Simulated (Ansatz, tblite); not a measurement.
Cost and result up the ladder for In(PH3)H3 (InPH6) (8 atoms). The state is a singlet with charge 0. Geometry: B3LYP-D4/def2-TZVP.

```xyz
8

In   -0.5678   -0.2770   -1.4982
P     0.4230    0.2136    1.1182
H     1.6638    0.8596    1.2924
H     0.6629   -0.8785    1.9765
H    -0.3213    0.9978    2.0228
H     0.8301   -1.1666   -2.0156
H    -0.7186    1.3959   -1.9344
H    -1.9721   -1.1449   -0.9618
```

Ansatz on 4 threads of Arm Neoverse V1 on a shared host; xTB runs through tblite on one thread. Times are rough, summed over both states, and most runs start from the orbitals of an earlier one. PBE0-D4/def2-TZVP serves as the yardstick here, not as an exact answer. The other state is a triplet.

In the def2 sets In takes a core potential; there is no spin–orbit coupling. The xTB rows come from tblite.

Run but left out: PBE-D4/def2-TZVP (triplet: an occupied level 0.13 eV above an empty one).

xTB has no spin-polarisation term.

```tsv
level	functions	wall time	vertical triplet (eV)	difference from PBE0-D4/def2-TZVP (eV)
GFN2-xTB	24	0.006 s	5.50	-0.12
GFN1-xTB	30	0.009 s	6.88	1.27
PBE0-D4/def2-TZVP	123	5.8 s	5.62	0.00
r2SCAN-D4/def2-TZVP (with forces)	123	10 s	5.52	-0.10
```
